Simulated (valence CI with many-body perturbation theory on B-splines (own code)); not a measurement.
**E1 line list for Nb2+**

Level of theory: relativistic CI+MBPT: three valence electrons over a frozen Dirac-Fock core [Kr], radial functions for each j: 7 s, 7 p, 8 d, 6 f, 4 g, 1 h, with the one-electron correlation potential Σ1, the two-electron term Σ2, the three-electron term Σ3, Breit, model QED; selected CI, second order for the rest, scaled by the run's own slope (own B-spline code, finite nucleus).

Set against measurement, 24 paired levels are off by 551 cm⁻¹ on average, the worst by 1058. These come from a selection out of Shadmi, J. Res. Natl. Bur. Stand. 70A, 435 (1966). Levels without a partner in it may be off by more, other configurations by 1,000 to 8,000 cm⁻¹.

Lines 151 to 200 of 542 in falling wavelength, among levels below 17.254 eV, chosen from the strongest by gf and those to the six lowest levels. Wavelengths and rates use the calculated energies, so an error of 600 cm⁻¹ moves a line at 257.3 nm by 1.5 % and its rate by three times that or more. Electric multipoles are in the length gauge, E1 and E2 with the static RPA response of the core. Weak lines are less certain than strong ones. Lines between different terms over intervals too small for the method are left out, as are lines whose strength nearly cancels. Where a level lies close to another of its J and parity, the split of strength between their lines is uncertain.

Names give the largest LS component (configuration and term), which can be under half, so a name can repeat, a term be missing and a line seem to break the LS rules; names also repeat where a configuration has a term twice. Letters in brackets count levels of one name in rising energy.

| λ vac (nm) | Upper | Lower | A (s⁻¹) | S (a.u.) |
| --- | --- | --- | --- | --- |
| 257.3 | 4d2 5p 2P°_1/2 [a] | 4d2 5s 2D_3/2 | 2.24e+08 | 3.77e+00 |
| 256.3 | 4d2 5p 4G°_7/2 | 4d2 5s 4F_5/2 | 2.11e+08 | 1.40e+01 |
| 256.1 | 4d2 5p 2P°_1/2 [c] | 4d2 5s 2S_1/2 | 2.31e+08 | 3.83e+00 |
| 255.3 | 4d2 5p 2P°_3/2 [a] | 4d2 5s 2P_3/2 | 2.39e+08 | 7.84e+00 |
| 253.6 | 4d2 5p 4D°_5/2 [b] | 4d2 5s 2D_3/2 | 9.85e+07 | 4.76e+00 |
| 252.7 | 4d2 5p 4S°_3/2 [b] | 4d2 5s 4P_3/2 | 1.26e+08 | 4.01e+00 |
| 252.5 | 4d2 5p 2H°_9/2 | 4d2 5s 2G_7/2 | 2.87e+08 | 2.28e+01 |
| 251.8 | 4d2 5p 2D°_5/2 [b] | 4d2 5s 2D_5/2 | 1.05e+08 | 4.97e+00 |
| 251.8 | 4d2 5p 4G°_9/2 | 4d2 5s 4F_7/2 | 2.50e+08 | 1.97e+01 |
| 251.0 | 4d2 5p 4F°_5/2 [a] | 4d2 5s 4F_7/2 | 8.90e+07 | 4.17e+00 |
| 250.7 | 4d2 5p 2D°_3/2 [b] | 4d2 5s 2D_3/2 | 2.19e+08 | 6.81e+00 |
| 250.7 | 4d2 5p 2F°_5/2 [a] | 4d2 5s 4P_5/2 | 7.34e+07 | 3.42e+00 |
| 250.5 | 4d2 5p 4D°_1/2 [b] | 4d2 5s 4P_1/2 | 2.26e+08 | 3.51e+00 |
| 249.5 | 4d2 5p 4F°_7/2 | 4d2 5s 4F_9/2 | 5.63e+07 | 3.45e+00 |
| 249.0 | 4d2 5p 4D°_7/2 [b] | 4d2 5s 2D_5/2 | 9.07e+07 | 5.53e+00 |
| 248.1 | 4d2 5p 4F°_3/2 | 4d2 5s 4F_3/2 | 1.62e+08 | 4.87e+00 |
| 247.5 | 4d2 5p 4G°_11/2 | 4d2 5s 4F_9/2 | 3.34e+08 | 3.00e+01 |
| 246.8 | 4d2 5p 4D°_3/2 [b] | 4d2 5s 4P_1/2 | 1.29e+08 | 3.83e+00 |
| 246.5 | 4d2 5p 4F°_5/2 [a] | 4d2 5s 4F_5/2 | 9.33e+07 | 4.14e+00 |
| 245.9 | 4d2 5p 2P°_3/2 [b] | 4d2 5s 2S_1/2 | 2.64e+08 | 7.76e+00 |
| 244.4 | 4d2 5p 2H°_11/2 | 4d2 5s 2G_9/2 | 3.26e+08 | 2.82e+01 |
| 244.2 | 4d2 5p 2F°_7/2 [b] | 4d2 5s 4P_5/2 | 1.44e+08 | 8.30e+00 |
| 244.0 | 4d2 5p 4D°_5/2 [b] | 4d2 5s 4P_5/2 | 8.06e+07 | 3.47e+00 |
| 243.9 | 4d2 5p 4F°_7/2 | 4d2 5s 4F_7/2 | 2.00e+08 | 1.15e+01 |
| 243.9 | 4d2 5p 2G°_7/2 [b] | 4d2 5s 2D_5/2 | 1.19e+08 | 6.80e+00 |
| 243.9 | 4d2 5p 4F°_9/2 | 4d2 5s 4F_9/2 | 2.61e+08 | 1.87e+01 |
| 243.8 | 4d2 5p 4F°_5/2 [b] | 4d2 5s 4F_5/2 | 7.35e+07 | 3.15e+00 |
| 243.0 | 4d2 5p 4D°_5/2 [b] | 4d2 5s 4P_3/2 | 8.59e+07 | 3.65e+00 |
| 240.8 | 4d2 5p 4F°_5/2 [b] | 4d2 5s 4F_3/2 | 1.12e+08 | 4.62e+00 |
| 240.2 | 4d2 5d 2G_7/2 [a] | 4d2 5p 2G°_7/2 [b] | 6.57e+07 | 3.60e+00 |
| 239.7 | 4d2 5p 4F°_7/2 | 4d2 5s 4F_5/2 | 8.82e+07 | 4.80e+00 |
| 238.6 | 4d2 5p 4F°_9/2 | 4d2 5s 4F_7/2 | 7.91e+07 | 5.30e+00 |
| 238.1 | 4d2 5p 2D°_5/2 [b] | 4d2 5s 4P_3/2 | 1.02e+08 | 4.06e+00 |
| 237.5 | 4d2 5p 4P°_5/2 | 4d2 5s 2D_5/2 | 1.19e+08 | 4.71e+00 |
| 236.6 | 4d2 5p 2D°_3/2 [a] | 4d2 5s 4F_3/2 | 1.28e+08 | 3.35e+00 |
| 236.6 | 4d2 5p 4D°_7/2 [b] | 4d2 5s 4P_5/2 | 1.58e+08 | 8.28e+00 |
| 235.5 | 4d2 6s 2F_7/2 | 4d2 5p 2G°_9/2 [b] | 6.40e+07 | 3.30e+00 |
| 233.8 | 4d2 5d 2G_9/2 [a] | 4d2 5p 2G°_9/2 [b] | 9.93e+07 | 6.27e+00 |
| 233.6 | 4d2 5d 2G_9/2 [b] | 4d2 5p 2F°_7/2 [c] | 4.73e+07 | 2.98e+00 |
| 233.3 | 4d2 5p 4D°_7/2 [a] | 4d2 5s 4F_9/2 | 2.40e+08 | 1.20e+01 |
| 232.2 | 4d2 5p 4P°_1/2 | 4d2 5s 4P_3/2 | 2.40e+08 | 2.96e+00 |
| 232.1 | 4d2 5p 2D°_5/2 [a] | 4d2 5s 4F_5/2 | 8.09e+07 | 3.00e+00 |
| 231.2 | 4d2 5p 2G°_9/2 [b] | 4d2 5s 2F_7/2 | 7.53e+07 | 4.59e+00 |
| 230.4 | 4d2 5p 2F°_7/2 [c] | 4d2 5s 2G_9/2 | 2.76e+08 | 1.33e+01 |
| 230.0 | 4d2 5p 4D°_5/2 [a] | 4d2 5s 4F_7/2 | 1.91e+08 | 6.89e+00 |
| 229.5 | 4d2 5p 4D°_3/2 [a] | 4d2 5s 4F_5/2 | 2.44e+08 | 5.83e+00 |
| 229.4 | 4d2 5p 4D°_1/2 [a] | 4d2 5s 4F_3/2 | 3.55e+08 | 4.24e+00 |
| 229.0 | 4d2 5p 4P°_3/2 | 4d2 5s 4P_1/2 | 1.79e+08 | 4.25e+00 |
| 228.4 | 4d2 5p 4D°_7/2 [a] | 4d2 5s 4F_7/2 | 6.06e+07 | 2.85e+00 |
| 226.6 | 4d2 5d 2F_5/2 [c] | 4d2 5p 2F°_5/2 [b] | 1.39e+08 | 4.77e+00 |
